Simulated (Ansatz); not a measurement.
Ansatz (a quantum-chemistry and plane-wave program) input (HF/3-21G): The .json file is the Basis Set Exchange's 3-21G.

Ansatz 0.2 input:
```yaml
crystal:
  periodic: [false, false, false]
  atoms:
    - {symbol: Si, position_ang: [0.31965767, 0.34749397, 0.63947878]}
    - {symbol: F, position_ang: [1.07187497, 1.49922618, -0.15156488]}
    - {symbol: Cl, position_ang: [-0.83071072, -1.07987948, -0.44638936]}
basis:
  gaussian:
    orbitals: 3-21G.json
hamiltonian:
  xc: {name: HF}
total_charge: 1
magnetization: {spin_polarized: true, initial_magnetization: 1}
phonons: {temperatures: {t_min: 298.15, t_max: 298.15, t_step: 100}}
```

Output:

```
Functional definition: HF
integrals: 0.00 GiB planned
412 factors; integrals over basis functions are off by at most 1.0e-4 eV
mean field: 0.09 GiB planned
mean field evaluation 1: about -22942.6512 eV, gradient 3.5e1 eV
mean field evaluation 2: about -22942.6552 eV, gradient 3.5e1 eV
mean field evaluation 4: about -22947.6300 eV, gradient 2.2e0 eV
mean field evaluation 8: about -22947.7186 eV, gradient 5.7e-2 eV
mean field evaluation 16: about -22945.7655 eV, gradient 7.2e-1 eV
mean field -22947.71967004 eV, -843.3131433509 hartree, gradient 1.4e-5 eV, S^2 0.776831; 0 other end points of the search recorded, 0 dependent functions left out
the calculation of the forces begins
reference -22947.71967004 eV, -843.3131433509 hartree; 20, 19 occupied and 15, 16 virtual orbitals, 412 factors
these checks for a lower state are left out or cut short: stability, starts, cluster_reference, orbital_swaps, neighbouring_geometries, increment
integrals: 0.00 GiB planned
412 factors; integrals over basis functions are off by at most 1.0e-4 eV
mean field: 0.09 GiB planned
mean field -22947.71954406 eV, -843.3131387213 hartree, gradient 2.2e-6 eV, S^2 0.777182; 0 other end points of the search recorded, 0 dependent functions left out
the calculation of the forces begins
reference -22947.71954406 eV, -843.3131387213 hartree; 20, 19 occupied and 15, 16 virtual orbitals, 412 factors
these checks for a lower state are left out or cut short: stability, starts, cluster_reference, orbital_swaps, neighbouring_geometries, increment
integrals: 0.00 GiB planned
412 factors; integrals over basis functions are off by at most 1.0e-4 eV
mean field: 0.09 GiB planned
mean field evaluation 32: about -22947.7195 eV, gradient 2.3e-6 eV
mean field -22947.71954552 eV, -843.3131387750 hartree, gradient 2.2e-6 eV, S^2 0.776485; 0 other end points of the search recorded, 0 dependent functions left out
the calculation of the forces begins
reference -22947.71954552 eV, -843.3131387750 hartree; 20, 19 occupied and 15, 16 virtual orbitals, 412 factors
these checks for a lower state are left out or cut short: stability, starts, cluster_reference, orbital_swaps, neighbouring_geometries, increment
integrals: 0.00 GiB planned
412 factors; integrals over basis functions are off by at most 1.0e-4 eV
mean field: 0.09 GiB planned
mean field -22947.71964337 eV, -843.3131423708 hartree, gradient 2.2e-6 eV, S^2 0.776999; 0 other end points of the search recorded, 0 dependent functions left out
the calculation of the forces begins
reference -22947.71964337 eV, -843.3131423708 hartree; 20, 19 occupied and 15, 16 virtual orbitals, 412 factors
these checks for a lower state are left out or cut short: stability, starts, cluster_reference, orbital_swaps, neighbouring_geometries, increment
integrals: 0.00 GiB planned
412 factors; integrals over basis functions are off by at most 1.0e-4 eV
mean field: 0.09 GiB planned
mean field -22947.71964384 eV, -843.3131423880 hartree, gradient 2.2e-6 eV, S^2 0.776665; 0 other end points of the search recorded, 0 dependent functions left out
the calculation of the forces begins
reference -22947.71964384 eV, -843.3131423880 hartree; 20, 19 occupied and 15, 16 virtual orbitals, 412 factors
these checks for a lower state are left out or cut short: stability, starts, cluster_reference, orbital_swaps, neighbouring_geometries, increment
integrals: 0.00 GiB planned
412 factors; integrals over basis functions are off by at most 1.0e-4 eV
mean field: 0.09 GiB planned
mean field -22947.71956075 eV, -843.3131393345 hartree, gradient 2.2e-6 eV, S^2 0.776855; 0 other end points of the search recorded, 0 dependent functions left out
the calculation of the forces begins
reference -22947.71956075 eV, -843.3131393345 hartree; 20, 19 occupied and 15, 16 virtual orbitals, 412 factors
these checks for a lower state are left out or cut short: stability, starts, cluster_reference, orbital_swaps, neighbouring_geometries, increment
integrals: 0.00 GiB planned
412 factors; integrals over basis functions are off by at most 1.0e-4 eV
mean field: 0.09 GiB planned
mean field evaluation 64: about -22947.7196 eV, gradient 2.2e-6 eV
mean field -22947.71955760 eV, -843.3131392187 hartree, gradient 2.2e-6 eV, S^2 0.776808; 0 other end points of the search recorded, 0 dependent functions left out
the calculation of the forces begins
reference -22947.71955760 eV, -843.3131392187 hartree; 20, 19 occupied and 15, 16 virtual orbitals, 412 factors
these checks for a lower state are left out or cut short: stability, starts, cluster_reference, orbital_swaps, neighbouring_geometries, increment
integrals: 0.00 GiB planned
412 factors; integrals over basis functions are off by at most 1.0e-4 eV
mean field: 0.09 GiB planned
mean field -22947.71965043 eV, -843.3131426303 hartree, gradient 1.5e-6 eV, S^2 0.776821; 0 other end points of the search recorded, 0 dependent functions left out
the calculation of the forces begins
reference -22947.71965043 eV, -843.3131426303 hartree; 20, 19 occupied and 15, 16 virtual orbitals, 412 factors
these checks for a lower state are left out or cut short: stability, starts, cluster_reference, orbital_swaps, neighbouring_geometries, increment
integrals: 0.00 GiB planned
412 factors; integrals over basis functions are off by at most 1.0e-4 eV
mean field: 0.09 GiB planned
mean field -22947.71965021 eV, -843.3131426221 hartree, gradient 1.7e-6 eV, S^2 0.776841; 0 other end points of the search recorded, 0 dependent functions left out
the calculation of the forces begins
reference -22947.71965021 eV, -843.3131426221 hartree; 20, 19 occupied and 15, 16 virtual orbitals, 412 factors
these checks for a lower state are left out or cut short: stability, starts, cluster_reference, orbital_swaps, neighbouring_geometries, increment
integrals: 0.00 GiB planned
412 factors; integrals over basis functions are off by at most 1.0e-4 eV
mean field: 0.09 GiB planned
mean field -22947.71964937 eV, -843.3131425914 hartree, gradient 2.2e-6 eV, S^2 0.776461; 0 other end points of the search recorded, 0 dependent functions left out
the calculation of the forces begins
reference -22947.71964937 eV, -843.3131425914 hartree; 20, 19 occupied and 15, 16 virtual orbitals, 412 factors
these checks for a lower state are left out or cut short: stability, starts, cluster_reference, orbital_swaps, neighbouring_geometries, increment
integrals: 0.00 GiB planned
412 factors; integrals over basis functions are off by at most 1.0e-4 eV
mean field: 0.09 GiB planned
mean field evaluation 96: about -22947.7197 eV, gradient 2.2e-6 eV
mean field -22947.71965107 eV, -843.3131426537 hartree, gradient 2.2e-6 eV, S^2 0.777206; 0 other end points of the search recorded, 0 dependent functions left out
the calculation of the forces begins
reference -22947.71965107 eV, -843.3131426537 hartree; 20, 19 occupied and 15, 16 virtual orbitals, 412 factors
these checks for a lower state are left out or cut short: stability, starts, cluster_reference, orbital_swaps, neighbouring_geometries, increment
integrals: 0.00 GiB planned
412 factors; integrals over basis functions are off by at most 1.0e-4 eV
mean field: 0.09 GiB planned
mean field -22947.71966607 eV, -843.3131432049 hartree, gradient 1.7e-6 eV, S^2 0.776675; 0 other end points of the search recorded, 0 dependent functions left out
the calculation of the forces begins
reference -22947.71966607 eV, -843.3131432049 hartree; 20, 19 occupied and 15, 16 virtual orbitals, 412 factors
these checks for a lower state are left out or cut short: stability, starts, cluster_reference, orbital_swaps, neighbouring_geometries, increment
integrals: 0.00 GiB planned
412 factors; integrals over basis functions are off by at most 1.0e-4 eV
mean field: 0.09 GiB planned
mean field -22947.71966583 eV, -843.3131431960 hartree, gradient 2.5e-6 eV, S^2 0.776989; 0 other end points of the search recorded, 0 dependent functions left out
the calculation of the forces begins
reference -22947.71966583 eV, -843.3131431960 hartree; 20, 19 occupied and 15, 16 virtual orbitals, 412 factors
Total energy: -22947.71967004 eV, -843.3131433509 hartree
Atom 0 at     0.319658     0.347494     0.639479 Å, force    -0.000125    -0.000156    -0.000112 eV/Å
Atom 1 at     1.071875     1.499226    -0.151565 Å, force     0.000281     0.000382     0.000039 eV/Å
Atom 2 at    -0.830711    -1.079879    -0.446389 Å, force    -0.000156    -0.000226     0.000072 eV/Å
Dipole moment:     0.195097     0.151123     0.809338 e Å
Vibrations: 219.59 375.20 1058.35 cm⁻¹, zero-point energy 0.102481 eV
```

The blocks after the first are displaced geometries, from whose forces the wavenumbers follow.

The dipole moment of an ion depends on the origin.
